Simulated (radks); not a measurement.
The numbers below are computed, except where a source is named.
Problem. Species: Ho III. Configuration: [Xe] 4f11 (the NIST ground configuration). Level of theory: Dirac Kohn-Sham, LDA (Slater exchange, Perdew-Wang correlation), spin-unpolarised, spherical densities, point nucleus; open shells are shared between the two j in proportion to 2j + 1; speed of light set to 102.777 atomic units (0.75 times the physical value, a model run) (a radial shooting solver on a logarithmic mesh with Libxc functionals).

Spin-orbit splittings of the eigenvalues, e(l+1/2) - e(l-1/2), with zeta = 2 splitting/(2l+1) and mean radii in bohr:

| shell | occ. | splitting (eV) | zeta (eV) | <r> j=l-1/2 | <r> j=l+1/2 |
|---|---|---|---|---|---|
| 2p | 6 | 1761 | 1174 | 0.06557 | 0.07908 |
| 3p | 6 | ? | ? | 0.2041 | 0.2300 |
| 3d | 10 | 69.70 | 27.88 | 0.2028 | 0.2103 |
| 4p | 6 | 84.72 | 56.48 | 0.4950 | 0.5543 |
| 4d | 10 | 13.11 | 5.242 | 0.5849 | 0.6050 |
| 4f | 11 | 1.612 | 0.4605 | 0.8636 | 0.9031 |
| 5p | 6 | 11.06 | 7.373 | 1.330 | 1.532 |

Estimate the 3p splitting.

Solution. 371.0 eV (zeta = 247.3 eV).
